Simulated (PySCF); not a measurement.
## Nuclear quadrupole coupling in `N#CC[SiH2]N`

Compound: C2H6N2Si.
Structure used (PBE0-D3(BJ)/def2-SVP), in Å, numbered top down from 1:
```xyz
11
C2H6N2Si angstrom
N     -1.0359    2.2639   -0.3821
C     -1.0666    1.1055   -0.4088
C     -1.0119   -0.3407   -0.4068
Si     0.5385   -0.9265    0.5373
N      1.8824   -0.0900   -0.1450
H     -0.9593   -0.7080   -1.4442
H     -1.9217   -0.7531    0.0583
H      0.7267   -2.3893    0.3126
H      0.2577   -0.6968    1.9914
H      2.8203   -0.4500   -0.0094
H      1.8823    0.9259   -0.1323
```

Field gradients from the PBE0/pcSseg-1 density (PySCF, non-relativistic), principal values in atomic units, ordered |Vxx| ≤ |Vyy| ≤ |Vzz|:

| atom | Vxx | Vyy | Vzz |
| --- | --- | --- | --- |
| N1 | 0.4060 | 0.4974 | -0.9034 |
| N5 | 0.3436 | 0.6012 | -0.9448 |

Question: Find the asymmetry η = (Vxx − Vyy)/Vzz and the couplings χ = eQV/h (234.96 MHz × Q in barn × V in au), with Q(14N) = 0.02044 b.

Answer: 
```json
{"atom": "N1", "environment": "nitrile nitrogen", "nucleus": "14N", "η": "0.10", "χzz (MHz)": "-4.339", "χxx (MHz)": "1.950", "χyy (MHz)": "2.389"}
{"atom": "N5", "environment": "silicon-bound nitrogen", "nucleus": "14N", "η": "0.27", "χzz (MHz)": "-4.538", "χxx (MHz)": "1.650", "χyy (MHz)": "2.888"}
```

Question: What is Vzz at N1 in SI units (1 au = 9.71736 × 10²¹ V/m²)?

Answer: -0.9034 au = -8.779 × 10²¹ V/m².

Question: And the gradient at the other heavy atoms, for which no coupling is worked out here?

Answer: 
| atom | environment | Vzz (au) | η |
| --- | --- | --- | --- |
| C2 | nitrile carbon | -0.393 | 0.06 |
| C3 | sp3 carbon bound to silicon | 0.206 | 0.57 |
| Si4 | SiH2 silicon | -0.191 | 0.99 |

Question: What couplings would deuterons (Q(2H) = 0.00286 b) have in place of the hydrogens, at this geometry?

Answer: 
```tsv
atom	bonded to	bond length (Å)	Vzz (au)	η	χzz (kHz)
H6	C3	1.102	0.2888	0.06	194
H7	C3	1.102	0.2895	0.05	195
H8	Si4	1.492	0.1388	0.04	93
H9	Si4	1.499	0.1335	0.01	90
H10	N5	1.014	0.4109	0.17	276
H11	N5	1.016	0.4004	0.18	269
```

One conformer (not necessarily the lowest) at the PBE0-D3(BJ)/def2-SVP geometry, without solvent, vibrations or thermal averaging. With a basis this small, the couplings can be 20 % off.
